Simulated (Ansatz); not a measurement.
Cd7Se7. Total charge 0; singlet. Geometry PBE-D4/def2-SVP.

Cartesian coordinates in Å:
```
Se 1.8785 0.1476 -2.8094
Se -2.9545 2.1147 1.3663
Se 1.6469 3.7160 0.2836
Se -2.8126 -0.4448 -2.9158
Se 0.3470 -3.2589 -0.8070
Se -0.8271 -1.8375 3.5473
Se 3.0928 -0.7002 1.1611
Cd -2.9433 0.8112 -0.8548
Cd -0.3974 -1.1187 -2.2209
Cd 2.5847 -1.8548 -1.1916
Cd -0.5970 3.0006 0.8273
Cd -1.8988 0.0818 2.5423
Cd 2.1482 1.2544 -0.3940
Cd 0.7325 -1.9114 1.4657
```

In the def2 sets Cd takes a core potential, while STO-3G treats all electrons; there is no spin–orbit coupling. Single mean-field runs in def2-SVP, def2-TZVP are fitted with def2-universal-jkfit.

Question: Estimate the orbital energies around the gap (eV) in Ansatz with HF/STO-3G, LDA (SPW92)/def2-TZVP, PBE-D4/def2-SVP, r2SCAN-D4/def2-TZVP, PBE0-D4/def2-SVP.

Answer: 
```tsv
orbital	HF/STO-3G	LDA (SPW92)/def2-TZVP	PBE-D4/def2-SVP	r2SCAN-D4/def2-TZVP	PBE0-D4/def2-SVP
HOMO−5	-5.85	-6.48	-6.23	-6.50	-7.26
HOMO−4	-5.53	-5.99	-5.75	-6.01	-6.76
HOMO−3	-5.53	-5.99	-5.75	-6.01	-6.76
HOMO−2	-5.28	-5.80	-5.57	-5.83	-6.59
HOMO−1	-4.96	-5.78	-5.54	-5.79	-6.53
HOMO	-4.96	-5.78	-5.54	-5.79	-6.53
LUMO	4.64	-4.10	-3.81	-3.75	-3.23
LUMO+1	5.58	-3.67	-3.30	-3.30	-2.81
LUMO+2	5.59	-3.27	-2.95	-2.87	-2.31
LUMO+3	5.72	-3.25	-2.90	-2.83	-2.17
LUMO+4	5.78	-3.24	-2.90	-2.83	-2.17
LUMO+5	6.43	-2.88	-2.50	-2.49	-1.95
```
